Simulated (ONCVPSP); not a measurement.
**Potentials for iridium compared**

Generated with ld1.x 7.5 (TM, RRKJ, ultrasoft, PAW), atompaw 4.2 or ONCVPSP 4.0.1. The cutoff is in Ry: for ld1.x and atompaw files where the sum of valence levels is converged to 10 mRy in a Bessel basis, for ONCV files where the hardest occupied wave has 1 mHa per electron of residual kinetic energy. The error is the largest all-electron minus pseudo excitation energy over each file’s own four to seven test configurations (ionisations up to +4, promotions, holes and added fractions of an electron), all of which were solved. The labels leave out finer settings (local radius, basis sizes, second energies), which also bear on the numbers. Spin-polarised tests are not counted. The rows are a selection from randomly drawn settings: files with unsolved tests, undetermined cutoffs or missed reference levels are left out.

A true bound ghost makes a file unfit for plane-wave use even where its test errors are small: the radial tests pick states by their node count and pass the ghost by.

```tsv
potential	cutoff (Ry)	largest error (meV)	bound ghosts
ONCV, LDA (Perdew-Wang 92), scalar-relativistic, rc 1.55/1.65/1.75 (spd), local smoothed, core correction yes, reference 5s2 5p6 5d7 6s2, qcut 6.6/7.5/10.8, projectors 2/3/3	39	-144	none
ONCV, PBEsol, fully relativistic, rc 1.75/1.40/2.10 (spd), local smoothed, core correction yes, reference 5s2 5p6 5d7 6s2, qcut 5.3/11.4/5.9, projectors 2/2/1	80	-62	none
ONCV, PBE, non-relativistic, rc 2.00/1.90/2.20 (spd), local smoothed, core correction yes, reference 5s2 5p6 5d7 6s2, qcut 5.1/9.2/5.7, projectors 2/2/2	44	+7.9	p
```

Question: Fill in the row for Ir: ONCV, PBE, fully relativistic, rc 1.15/1.70/2.10 (spd), local smoothed, core correction no, reference 5s2 5p6 5d7, qcut 4.7/6.7/5.9, projectors 3/2/2.

Answer: cutoff 188 Ry, largest error +6.7 meV, bound ghosts: none.

Question: Fill in the row for Ir: ONCV, LDA (Perdew-Wang 92), fully relativistic, rc 1.45/1.75/2.40 (spd), local smoothed, core correction yes, reference 5s2 5p6 5d7 6s1, qcut 6.6/8.7/7.5, projectors 2/3/2.

Answer: cutoff 42 Ry, largest error -2.4 meV, bound ghosts: d5/2.
